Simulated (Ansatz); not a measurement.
`[OH][Sn]([F])[Br]` radical. The species carries charge 0 and has multiplicity 2. Sn takes the def2 core potential. The structure was optimised at the PBE0-D4/def2-TZVP level. It is one conformer, not always the lowest.

```xyz
5

O    -0.288   -1.197   -0.744
Sn    0.751    0.200    0.155
F    -0.196    0.390    1.824
Br    0.530    2.323   -1.125
H    -0.797   -1.716   -0.110
```

Question: What is the dipole moment at B3LYP/def2-TZVPP? (Estimate.)

Answer: Ansatz gave: 2.01 D, with components (1.50, -1.34, 0.07) D in this frame, pointing from negative to positive charge.

Question: And with PBE, r2SCAN, ωB97M-V? (Estimate.)

Answer: Computed: PBE 1.86 D, r2SCAN 1.99 D, ωB97M-V 2.09 D.

Question: Give the Mulliken charges with B3LYP, PBE, ωB97M-V in def2-TZVPP. (Estimate.)

Answer: Computed: 
```json
{"atom": "O1", "B3LYP": "-0.49", "PBE": "-0.45", "ωB97M-V": "-0.49"}
{"atom": "Sn2", "B3LYP": "1.05", "PBE": "0.95", "ωB97M-V": "1.03"}
{"atom": "F3", "B3LYP": "-0.47", "PBE": "-0.42", "ωB97M-V": "-0.47"}
{"atom": "Br4", "B3LYP": "-0.28", "PBE": "-0.27", "ωB97M-V": "-0.26"}
{"atom": "H5", "B3LYP": "0.19", "PBE": "0.19", "ωB97M-V": "0.18"}
```

B3LYP here is the variant with VWN-RPA as its local correlation; programs differ in this.
